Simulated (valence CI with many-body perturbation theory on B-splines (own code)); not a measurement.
## Nb³⁶⁺: electric-dipole lines

Method: relativistic CI+MBPT: three valence electrons over a frozen Dirac-Fock core [He], a basis of 11 s, 11 p, 9 d, 7 f, 5 g, 2 h, 1 i functions for each j, with the one-electron correlation potential Σ1, the two-electron term Σ2, the three-electron term Σ3, Breit, model QED; selected CI, second order for the rest (own B-spline code, finite nucleus).

The last digits are not significant, and no measured levels were compared; by estimate large intervals hold to a few tenths of a per cent, small ones and those within an open d or f shell to about a per cent.

Lines 101 to 150 of 266 in falling wavelength, among levels below 26089 × 10³ cm⁻¹, chosen from the strongest by gf and those to the six lowest levels. Wavelengths and rates use the calculated energies. Electric multipoles are in the length gauge, E1 and E2 with the static RPA response of the core. Weak lines are less certain than strong ones. Lines between different terms over intervals too small for the method are left out, as are lines whose strength nearly cancels. Where a level lies close to another of its J and parity, the split of strength between their lines is uncertain. The highest levels of a list are the least certain.

Levels are named by their leading jj configuration (3d3/2^4 stands for four electrons in 3d with j = 3/2), which in mixed levels can hold well under half, so a name can repeat and another be missing. Letters in brackets count levels of one name in rising energy.

| λ vac (Å) | Upper | Lower | A (s⁻¹) | log gf | Branch % |
| --- | --- | --- | --- | --- | --- |
| 4.525 | (2s 2p3/2 3d5/2) J=5/2 [a] | (2s 2p3/2^2) J=3/2 | 1.22e+13 | -0.65 | 11.3 |
| 4.520 | (2s 2p3/2 3s) J=5/2 | (2s 2p1/2 2p3/2) J=3/2 [b] | 4.10e+11 | -2.12 | 0.6 |
| 4.518 | (2s 2p1/2 3d3/2) J=5/2 | (2s 2p1/2 2p3/2) J=3/2 [b] | 1.78e+12 | -1.49 | 4.8 |
| 4.517 | (2s 2p3/2 3d5/2) J=3/2 [a] | (2s 2p3/2^2) J=3/2 | 2.27e+13 | -0.56 | 23.1 |
| 4.515 | (2s 2p3/2 3d5/2) J=3/2 [a] | (2s 2p3/2^2) J=1/2 | 3.03e+13 | -0.43 | 31.0 |
| 4.510 | (2p1/2 2p3/2 3d5/2) J=7/2 | (2p1/2 2p3/2^2) J=5/2 | 3.93e+12 | -1.02 | 93.6 |
| 4.502 | (2s 2p1/2 3d5/2) J=5/2 [a] | (2s 2p1/2 2p3/2) J=3/2 [b] | 8.66e+12 | -0.80 | 10.8 |
| 4.502 | (2p1/2 2p3/2 3s) J=3/2 [a] | (2p1/2^2 2p3/2) J=3/2 | 1.55e+13 | -0.72 | 69.5 |
| 4.498 | (2s 2p1/2 3d3/2) J=3/2 [b] | (2s 2p1/2 2p3/2) J=3/2 [b] | 7.98e+12 | -1.01 | 4.9 |
| 4.498 | (2s 2p1/2 3d3/2) J=1/2 | (2s 2p1/2 2p3/2) J=3/2 [b] | 3.27e+12 | -1.70 | 1.5 |
| 4.495 | (2s 2p3/2 3d5/2) J=1/2 | (2s 2p3/2^2) J=1/2 | 1.25e+14 | -0.12 | 86.0 |
| 4.486 | (2p3/2^2 3s) J=5/2 | (2p1/2 2p3/2^2) J=5/2 | 6.45e+13 | 0.07 | 89.0 |
| 4.485 | (2s 2p1/2 3d5/2) J=3/2 | (2s 2p1/2 2p3/2) J=1/2 | 8.84e+13 | 0.03 | 76.5 |
| 4.484 | (2p1/2 2p3/2 3s) J=5/2 | (2p1/2^2 2p3/2) J=3/2 | 5.49e+13 | 0.00 | 88.8 |
| 4.475 | (2s 2p1/2 3d5/2) J=3/2 | (2s 2p1/2 2p3/2) J=3/2 [b] | 2.09e+13 | -0.60 | 18.0 |
| 4.474 | (2s 2p1/2 3d3/2) J=3/2 [a] | (2s 2p1/2 2p3/2) J=5/2 | 6.41e+11 | -2.11 | 2.3 |
| 4.474 | (2p1/2 2p3/2 3d5/2) J=5/2 | (2p1/2 2p3/2^2) J=3/2 | 5.62e+13 | 0.00 | 46.3 |
| 4.473 | (2s 2p1/2 3d5/2) J=5/2 [b] | (2s 2p1/2 2p3/2) J=3/2 [b] | 9.52e+13 | 0.23 | 84.4 |
| 4.473 | (2p1/2^2 3d5/2) J=5/2 | (2p1/2^2 2p3/2) J=3/2 | 4.52e+13 | -0.09 | 90.8 |
| 4.471 | (2p1/2 2p3/2 3d5/2) J=3/2 | (2p1/2 2p3/2^2) J=3/2 | 6.01e+13 | -0.14 | 83.7 |
| 4.467 | (2s 2p1/2 3s) J=1/2 [a] | (2s 2p1/2^2) J=1/2 | 3.34e+12 | -1.70 | 17.7 |
| 4.459 | (2s 2p3/2 3s) J=5/2 | (2s 2p1/2 2p3/2) J=5/2 | 8.43e+12 | -0.82 | 13.3 |
| 4.459 | (2s 2p3/2 3d3/2) J=3/2 [b] | (2s 2p3/2^2) J=3/2 | 2.34e+13 | -0.55 | 13.6 |
| 4.457 | (2s 2p3/2 3d3/2) J=3/2 [b] | (2s 2p3/2^2) J=1/2 | 4.33e+13 | -0.29 | 25.1 |
| 4.456 | (2s 2p3/2 3d3/2) J=7/2 | (2s 2p3/2^2) J=5/2 | 1.15e+13 | -0.56 | 8.9 |
| 4.456 | (2s 2p1/2 3d3/2) J=5/2 | (2s 2p1/2 2p3/2) J=5/2 | 2.29e+13 | -0.39 | 62.2 |
| 4.455 | (2s 2p3/2 3d3/2) J=3/2 [a] | (2s 2p3/2^2) J=5/2 | 1.37e+13 | -0.79 | 8.9 |
| 4.449 | (2s 2p3/2 3d3/2) J=1/2 [b] | (2s 2p3/2^2) J=3/2 | 2.27e+13 | -0.87 | 19.3 |
| 4.443 | (2s 2p1/2 3s) J=3/2 | (2s 2p1/2^2) J=1/2 | 7.95e+12 | -1.03 | 39.2 |
| 4.442 | (2s 2p3/2 3d5/2) J=5/2 [b] | (2s 2p3/2^2) J=3/2 | 1.78e+14 | 0.50 | 96.9 |
| 4.441 | (2s 2p1/2 3d5/2) J=5/2 [a] | (2s 2p1/2 2p3/2) J=5/2 | 7.26e+12 | -0.89 | 9.0 |
| 4.438 | (2s 2p1/2 3d3/2) J=3/2 [a] | (2s 2p1/2 2p3/2) J=3/2 [a] | 9.34e+12 | -0.96 | 33.4 |
| 4.438 | (2s 2p1/2 3d3/2) J=3/2 [b] | (2s 2p1/2 2p3/2) J=5/2 | 3.94e+12 | -1.33 | 2.4 |
| 4.437 | (2s 2p3/2 3d5/2) J=5/2 [a] | (2s 2p3/2^2) J=5/2 | 9.10e+13 | 0.21 | 84.1 |
| 4.436 | (2s 2p3/2 3d5/2) J=3/2 [b] | (2s 2p3/2^2) J=3/2 | 5.44e+13 | -0.19 | 41.0 |
| 4.435 | (2s 2p3/2 3d5/2) J=3/2 [b] | (2s 2p3/2^2) J=1/2 | 7.50e+13 | -0.05 | 56.6 |
| 4.434 | (2s 2p3/2 3s) J=3/2 [a] | (2s 2p1/2 2p3/2) J=5/2 | 2.45e+12 | -1.54 | 8.9 |
| 4.433 | (2p1/2 2p3/2 3p1/2) J=5/2 | (2s 2p3/2^2) J=3/2 | 7.53e+12 | -0.88 | 32.2 |
| 4.432 | (2s 2p3/2 3s) J=1/2 | (2s 2p1/2 2p3/2) J=3/2 [b] | 7.13e+12 | -1.38 | 26.3 |
| 4.430 | (2s 2p1/2 3d5/2) J=7/2 | (2s 2p1/2 2p3/2) J=5/2 | 1.06e+14 | 0.40 | 99.7 |
| 4.430 | (2s 2p3/2 3d5/2) J=3/2 [a] | (2s 2p3/2^2) J=5/2 | 1.60e+13 | -0.73 | 16.3 |
| 4.428 | (2s 2p3/2 3s) J=3/2 [b] | (2s 2p1/2 2p3/2) J=3/2 [b] | 1.13e+12 | -1.88 | 8.2 |
| 4.426 | (2s^2 3d3/2) J=3/2 | (2s^2 2p3/2) J=3/2 | 2.18e+13 | -0.59 | 14.1 |
| 4.424 | (2s 2p3/2 3s) J=5/2 | (2s 2p1/2 2p3/2) J=3/2 [a] | 5.06e+13 | -0.05 | 79.9 |
| 4.421 | (2s 2p3/2 3d5/2) J=7/2 [a] | (2s 2p3/2^2) J=5/2 | 1.74e+14 | 0.61 | 92.8 |
| 4.421 | (2s 2p1/2 3d3/2) J=5/2 | (2s 2p1/2 2p3/2) J=3/2 [a] | 1.21e+13 | -0.67 | 32.9 |
| 4.419 | (2s^2 3s) J=1/2 | (2s^2 2p1/2) J=1/2 | 5.95e+12 | -1.46 | 29.8 |
| 4.413 | (2s 2p1/2 3d5/2) J=5/2 [b] | (2s 2p1/2 2p3/2) J=5/2 | 5.20e+12 | -1.04 | 4.6 |
| 4.411 | (2s^2 3d5/2) J=5/2 | (2s^2 2p3/2) J=3/2 | 1.36e+14 | 0.38 | 100.0 |
| 4.406 | (2s 2p1/2 3d5/2) J=5/2 [a] | (2s 2p1/2 2p3/2) J=3/2 [a] | 6.11e+13 | 0.03 | 75.9 |

Problem. How does gf follow from A for the line at 4.436 Å?

Solution. gf = 1.4992 × (2J+1)_upper × A / σ², with σ = 22540550 cm⁻¹ and 2J+1 = 4: gf = 0.643.
